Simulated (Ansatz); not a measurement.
Geometry optimisation, Ansatz 0.2.0, RKS CAM-B3LYP-D4/def2-SVP.

input.yaml

```yaml
crystal:
  periodic: [false, false, false]
  atoms:
    - { symbol: O, position_ang: [0.9637, -1.7708, 1.1477] }
    - { symbol: C, position_ang: [0.5843, -0.6834, 0.5989] }
    - { symbol: B, position_ang: [0.5195, 0.9795, 0.5167] }
    - { symbol: C, position_ang: [-0.005, 0.0729, -0.4782] }
    - { symbol: O, position_ang: [-1.4694, 0.0144, -0.3847] }
    - { symbol: H, position_ang: [0.8155, 2.0653, 0.9501] }
    - { symbol: H, position_ang: [-1.71947, 0.89451, -0.00659] }
    - { symbol: H, position_ang: [-1.7185, -0.7358, -0.9236] }
basis:
  gaussian: { orbitals: def2-SVP }
hamiltonian:
  xc: cam_b3lyp
  dispersion: d4
relax:
  f_tol: 0.02
  max_steps: 50
```

Run as:

```bash
$ ansatz run input.yaml --threads 2 --pin off --max-ram 3072MiB --backend cpu --events-out ev --progress --plain --runs-dir out
```

**Question.** Where does it end, and by what steps?

**Answer.** It converged. After 41 steps the energy has fallen by 5.291 eV; C4 moved furthest, 1.18 Å. Parted: C2–B3, C4–O5. Joined: B3–O5.

| step | energy less start (eV) | largest force component (eV/Å) | accepted |
| --- | --- | --- | --- |
| 0 | 0.0000 | 4.386 | yes |
| 2 | -2.0834 | 1.708 | yes |
| 4 | -2.5930 | 2.800 | yes |
| 6 | -3.4402 | 3.217 | yes |
| 8 | -4.2371 | 0.643 | yes |
| 10 | -4.4708 | 0.504 | yes |
| 12 | -4.6409 | 1.177 | yes |
| 14 | -4.7482 | 0.096 | yes |
| 16 | -4.6813 | 2.529 | no |
| 18 | -4.7725 | 0.197 | yes |
| 20 | -4.7858 | 0.226 | yes |
| 22 | -4.8194 | 0.845 | yes |
| 24 | -4.8943 | 1.368 | yes |
| 26 | -4.9909 | 0.283 | yes |
| 28 | -5.0131 | 0.400 | yes |
| 30 | -5.0394 | 0.483 | yes |
| 32 | -5.1224 | 1.250 | yes |
| 34 | -5.1756 | 1.048 | yes |
| 36 | -5.2663 | 0.699 | yes |
| 38 | -5.2890 | 0.122 | yes |
| 40 | -5.2913 | 0.026 | yes |
| 41 | -5.2913 | 0.009 | yes |

```xyz
8
Properties=species:S:1:pos:R:3
O 1.798 -2.329 1.003
C 1.174 -1.362 0.780
B -0.142 0.913 0.295
C 0.460 -0.333 0.522
O -1.665 0.752 -0.190
H 0.079 2.093 0.326
H -1.970 1.305 -0.928
H -1.764 -0.201 -0.387
```

Run time: 85 s on 2 threads of Intel(R) Xeon(R) Platinum 8488C (Sapphire Rapids), on a shared host, peak memory 0.2 GiB.
